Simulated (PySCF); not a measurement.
C3H4FGa.
SMILES: `CC#[C][GaH][F]`

Computed with EOM-IP-CCSD/aug-cc-pVDZ in PySCF, restricted Hartree–Fock reference, frozen core, non-relativistic, gas phase, PBE0-D3(BJ)/def2-SVP geometry.

Hartree–Fock orbital energies give these Koopmans values (eV): HOMO 10.57, HOMO-1 10.66, HOMO-2 13.04, HOMO-3 15.46, HOMO-4 15.96, HOMO-5 16.25, HOMO-6 16.33, HOMO-7 16.36.

What vertical ionisation energies does EOM-IP-CCSD give?

| leading hole (HF orbital) | Koopmans (eV) | EOM-IP-CCSD (eV) | change (eV) | one-hole share |
| --- | --- | --- | --- | --- |
| HOMO | 10.57 | 10.41 | -0.16 | 0.96 |
| HOMO-1 | 10.66 | 10.54 | -0.12 | 0.96 |
| HOMO-2 | 13.04 | 12.05 | -0.99 | 0.94 |
| HOMO-3 | 15.46 | 13.72 | -1.74 | 0.94 |
| HOMO-4 | 15.96 | 13.76 | -2.20 | 0.94 |
| HOMO-5 | 16.25 | 14.08 | -2.17 | 0.94 |
| HOMO-6 | 16.33 | 15.28 | -1.05 | 0.95 |
| HOMO-7 | 16.36 | 15.29 | -1.07 | 0.95 |

Does the order of the lines follow the orbital energies?

Yes, no two lines change places. The corrections run from -2.20 to -0.12 eV, with a mean of -1.19 eV over the 8 lines; no line lies above its Koopmans value.

At what kinetic energies would He I light (21.22 eV) eject these electrons?

10.81 eV (HOMO), 10.68 eV (HOMO-1), 9.17 eV (HOMO-2), 7.50 eV (HOMO-3), 7.46 eV (HOMO-4), 7.14 eV (HOMO-5), 5.94 eV (HOMO-6), 5.93 eV (HOMO-7).

Lines less than 0.15 eV apart could change places at a higher level. One root was sought for each valence orbital with −ε under 21 eV, eight at most, so deeper holes and satellites are missing; no vibrational structure.
